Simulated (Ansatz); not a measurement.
The same path of CH4ClFN2Sn (10 atoms, charge 0, multiplicity 1) was run twice with different band settings. Lost on the way: Sn2–N6, C5–H9. Made: N4–H9.

Method: RKS PBE0-D4/def2-SVP (Ansatz).

Relaxed end points:

```xyz
10
Properties=species:S:1:pos:R:3
F -0.684 -2.431 1.483
Sn 0.237 -1.301 0.217
Cl 1.740 -2.794 -0.746
N -0.801 0.044 -0.901
C -0.220 1.182 -0.176
N 0.681 0.589 0.821
H -1.811 0.047 -1.015
H -1.010 1.783 0.315
H 0.333 1.851 -0.864
H 1.619 0.978 0.869
```

```xyz
10
Properties=species:S:1:pos:R:3
F -1.615 -2.240 -0.059
Sn 0.082 -2.084 0.969
Cl 1.586 -2.467 -0.909
N -0.206 0.086 -0.231
C -0.233 1.344 0.396
N 0.701 2.188 0.478
H -1.106 -0.262 -0.575
H -1.189 1.546 0.903
H 0.524 -0.047 -0.936
H 1.539 1.886 -0.032
```

Common settings: spring 5.0 eV/Å²; optimiser quadratic models (default); start path through a guess of the saddle point; force threshold 0.05 eV/Å; iteration limit 60; end points relaxed.

| run | movable images | climbing image |
| --- | --- | --- |
| 1 | 5 | yes |
| 2 | 6 | no |

What does each run give, and how far can it be trusted?

Run 1: converged after 42 iterations, highest image 1.647 eV above the first end. Neighbouring images differ by up to 1.9 eV, so the band resolves the path poorly. A vibrational analysis at the climbing image gives one clearly imaginary mode, 1002i cm⁻¹: a first-order saddle point.
Run 2: converged after 22 iterations, highest image 0.735 eV above the first end. Neighbouring images differ by up to 2.1 eV, so the band resolves the path poorly. No image climbed, so the highest image needn't sit at the top of the path.
The orbitals stay closed-shell, which can raise the energy where a bond breaks towards radicals; this wasn't checked here.
